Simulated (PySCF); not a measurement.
C3H8O2Si2.
Atom-mapped SMILES: `[O:1]=[C:2]([OH:3])[SiH:4]1[CH2:5][SiH2:6][CH2:7]1` (hydrogens: H8 on O3; H9 on Si4; H10, H11 on C5; H12, H13 on Si6; H14, H15 on C7)

The same species was optimised twice, with GFN2-xTB and with PBE0-D3(BJ)/def2-SVP (PySCF), and the same property calculations (PySCF, gas phase) were run on both structures.

| coordinate | GFN2-xTB | PBE0-D3(BJ)/def2-SVP | change |
| --- | --- | --- | --- |
| Si4–C5 (Å) | 1.917 | 1.895 | -0.022 |
| Si4–C7 (Å) | 1.917 | 1.896 | -0.021 |
| Si6–C7 (Å) | 1.924 | 1.911 | -0.013 |
| C5–Si6 (Å) | 1.924 | 1.910 | -0.014 |
| C2–Si4 (Å) | 1.913 | 1.923 | +0.010 |
| C2–O3 (Å) | 1.340 | 1.338 | -0.002 |
| O1=C2 (Å) | 1.206 | 1.207 | +0.001 |
| O1–C2–Si4 (°) | 126.1 | 120.5 | -5.6 |
| O3–C2–Si4 (°) | 112.2 | 117.1 | +4.9 |
| Si4–C7–Si6 (°) | 91.8 | 87.2 | -4.6 |
| Si4–C5–Si6 (°) | 91.9 | 87.2 | -4.7 |
| C2–Si4–C5 (°) | 110.8 | 106.3 | -4.5 |
| C2–Si4–C7 (°) | 111.0 | 106.7 | -4.3 |
| C5–Si4–C7 (°) | 88.2 | 91.7 | +3.5 |
| C5–Si6–C7 (°) | 87.8 | 90.8 | +3.0 |
| O1–C2–Si4–C5 (°) | 46 | 45 | -1 |

Rotational constants: A = 3712, B = 1044, C = 1004 MHz (GFN2-xTB) against A = 3406, B = 1189, C = 1117 MHz (PBE0-D3(BJ)/def2-SVP).

On the GFN2-xTB structure: lowest singlet, TDDFT (eV) 4.80 [B3LYP/def2-SVPD]; lowest triplet, Tamm–Dancoff (eV) 4.21 [B3LYP/def2-SVPD]; isotropic polarisability (au) 95.0 [B3LYP/def2-SVPD]; HOMO (eV) -7.52 [B3LYP/def2-SVPD]; LUMO (eV) -1.31 [B3LYP/def2-SVPD]; dipole (D) 1.49 [B3LYP/def2-SVPD]; HOMO (eV) -7.66 [PBE0/pcSseg-1]; LUMO (eV) -0.93 [PBE0/pcSseg-1]; dipole (D) 1.35 [PBE0/pcSseg-1]; GIAO shielding of O1 (ppm) -159.3 [PBE0/pcSseg-1]; GIAO shielding of C2 (ppm) -0.5 [PBE0/pcSseg-1]; GIAO shielding of O3 (ppm) 92.2 [PBE0/pcSseg-1]; GIAO shielding of Si4 (ppm) 368.2 [PBE0/pcSseg-1]; GIAO shielding of C5/C7 (mean) (ppm) 188.8 [PBE0/pcSseg-1]; GIAO shielding of Si6 (ppm) 379.6 [PBE0/pcSseg-1].

Q: What do these properties become on the PBE0-D3(BJ)/def2-SVP structure?

A: 
| property | level | on GFN2-xTB | on PBE0-D3(BJ)/def2-SVP | change |
| --- | --- | --- | --- | --- |
| lowest singlet, TDDFT (eV) | B3LYP/def2-SVPD | 4.80 | 4.92 | +0.12 |
| lowest triplet, Tamm–Dancoff (eV) | B3LYP/def2-SVPD | 4.21 | 4.31 | +0.10 |
| isotropic polarisability (au) | B3LYP/def2-SVPD | 95.0 | 94.8 | -0.2 |
| HOMO (eV) | B3LYP/def2-SVPD | -7.52 | -7.50 | +0.02 |
| LUMO (eV) | B3LYP/def2-SVPD | -1.31 | -1.18 | +0.13 |
| dipole (D) | B3LYP/def2-SVPD | 1.49 | 1.39 | -0.10 |
| energy, GFN2-xTB geometry as zero (kcal/mol) | B3LYP/def2-SVPD | 0.0 | -2.2 | -2.2 |
| HOMO (eV) | PBE0/pcSseg-1 | -7.66 | -7.66 | 0.00 |
| LUMO (eV) | PBE0/pcSseg-1 | -0.93 | -0.77 | +0.16 |
| dipole (D) | PBE0/pcSseg-1 | 1.35 | 1.29 | -0.06 |
| energy, GFN2-xTB geometry as zero (kcal/mol) | PBE0/pcSseg-1 | 0.0 | -3.1 | -3.1 |
| GIAO shielding of O1 (ppm) | PBE0/pcSseg-1 | -159.3 | -158.0 | +1.3 |
| GIAO shielding of C2 (ppm) | PBE0/pcSseg-1 | -0.5 | -4.3 | -3.8 |
| GIAO shielding of O3 (ppm) | PBE0/pcSseg-1 | 92.2 | 92.1 | -0.1 |
| GIAO shielding of Si4 (ppm) | PBE0/pcSseg-1 | 368.2 | 370.3 | +2.1 |
| GIAO shielding of C5/C7 (mean) (ppm) | PBE0/pcSseg-1 | 188.8 | 189.5 | +0.7 |
| GIAO shielding of Si6 (ppm) | PBE0/pcSseg-1 | 379.6 | 376.9 | -2.7 |

The heavy atoms differ by 0.191 Å rms after alignment. Among bonds between heavy atoms Si4–C5 and Si4–C7 change most and about equally (-0.022 to -0.021 Å). Changes are differences of the printed values. Neither structure is proved a minimum here.

Shape of the structure used: `[O:1]=[C:2]([OH:3])[SiH:4]1[CH2:5][SiH2:6][CH2:7]1`: O1–C2–Si4–C5 45°, H–O3–C2–O1 0°.
